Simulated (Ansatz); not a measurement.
A structure relaxed at PBE0-D4/def2-TZVP, charge 0, multiplicity 1:

Cartesian coordinates in Å:
```
Al 1.664 1.920 0.179
C 0.085 1.110 0.959
Al -0.130 -0.807 0.791
Ge -1.307 -1.779 -1.162
H 1.651 2.363 -1.346
H 2.977 2.108 1.053
H -0.782 1.577 0.476
H 0.094 1.344 2.031
H 0.492 -1.772 1.892
H -0.378 -2.680 -2.004
H -1.873 -0.713 -2.124
H -2.494 -2.671 -0.744
```

(1) Give its formula and SMILES.

(2) Summarise the bond lengths by kind.

## Answers

(1) CH8Al2Ge, `[AlH2][CH2][AlH][GeH3]`.

(2) 2 × Al–C 1.936 to 1.938 Å; 3 × Al–H 1.588 to 1.591 Å; 2 × C–H 1.097 Å; 1 × Al–Ge 2.479 Å; 3 × Ge–H 1.542 to 1.544 Å.

All numbers were calculated with Ansatz.
